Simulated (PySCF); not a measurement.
## Electron correlation in Ni¹¹⁺ (nickel, charge +11)

[Ne] 3s2 3p5, 2P determinant. All numbers are calculated (PySCF 2.14, the non-relativistic Hamiltonian (point nucleus), in an uncontracted even-tempered set (17 s from 0.59 bohr⁻², ratio 2.5; 12 p from 0.76 bohr⁻², ratio 2.5; 5 d from 5.6 bohr⁻², ratio 2.7; 4 f from 8.4 bohr⁻², ratio 2.7)). Frozen: 1s2; 15 electrons correlated; the 20 highest virtual orbitals of each spin left out.

| level | correlation energy (mhartree) |
| --- | --- |
| CCSD | -562.29 |
| (T) | -3.36 |
| CCSD(T) | -565.65 |

Diagnostics: T1 = 0.0021, D1 = 0.0087, largest double amplitude 0.037.

Cost of the coupled-cluster step: about 30 core-seconds, for 15 correlated electrons.

Iterations:

```
CC2 = 0
CCSD nocc = (np.int64(8), np.int64(7)), nmo = (85, 85)
frozen orbitals [[0, 86, 87, 88, 89, 90, 91, 92, 93, 94, 95, 96, 97, 98, 99, 100, 101, 102, 103, 104, 105], [0, 86, 87, 88, 89, 90, 91, 92, 93, 94, 95, 96, 97, 98, 99, 100, 101, 102, 103, 104, 105]]
max_cycle = 100
direct = 0
conv_tol = 1e-08
conv_tol_normt = 1e-06
diis_space = 8
diis_start_cycle = 0
Init t2, MP2 energy = -0.546569808298118
Init E_corr(UCCSD) = -0.54656980829882
cycle = 1  E_corr(UCCSD) = -0.558192322368332  dE = -0.0116225141  norm(t1,t2) = 0.0172318
cycle = 2  E_corr(UCCSD) = -0.561411623096121  dE = -0.00321930073  norm(t1,t2) = 0.00446456
cycle = 3  E_corr(UCCSD) = -0.562301405361315  dE = -0.000889782265  norm(t1,t2) = 0.00135939
cycle = 4  E_corr(UCCSD) = -0.562288990307921  dE = 1.24150534e-05  norm(t1,t2) = 0.000107062
cycle = 5  E_corr(UCCSD) = -0.562285634594051  dE = 3.35571387e-06  norm(t1,t2) = 1.15822e-05
cycle = 6  E_corr(UCCSD) = -0.562286231227986  dE = -5.96633935e-07  norm(t1,t2) = 2.56809e-06
cycle = 7  E_corr(UCCSD) = -0.562286199273019  dE = 3.19549668e-08  norm(t1,t2) = 1.93885e-07
cycle = 8  E_corr(UCCSD) = -0.562286198516407  dE = 7.5661255e-10  norm(t1,t2) = 3.25858e-08
UCCSD converged
E(UCCSD) = -1458.881205936341  E_corr = -0.5622861985164068
UCCSD(T) correction = -0.00336029323434263
```
